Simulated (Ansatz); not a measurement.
Molecule: C3HF4, charge 0, multiplicity 2. It need not be the lowest isomer of its formula. SMILES: F/C=[C]/C(F)(F)F
Geometry from a B3LYP-D3(BJ)/def2-TZVP (Ansatz, a first-principles code) optimisation:
```
C
C 1 1.3026
F 2 1.3468 1 123.36
H 2 1.0831 1 124.20 3 180.00
C 1 1.4689 2 143.13 4 -180.00
F 5 1.3459 1 111.53 2 -120.05
F 5 1.3459 6 107.26 1 122.39
F 5 1.3491 6 107.53 7 115.40
```
Charge 0, spin multiplicity 2.

Parts of the frozen-core correlation energy in cc-pVTZ (Ansatz, hartree). Frozen orbitals: 7; correlated occupied orbitals by spin: 21 and 20; virtual: 196 and 197. Open shells are spin-unrestricted. Spin-orbit coupling is left out. Non-relativistic.

```tsv
term	value
reference (HF)	-512.04424
MP2 opposite-spin	-1.04002
MP2 same-spin	-0.37495
CCSD correlation	-1.43849
(T)	-0.05187
T1 diagnostic	0.024
largest doubles amplitude	0.109
<S^2> of the reference	0.938
```
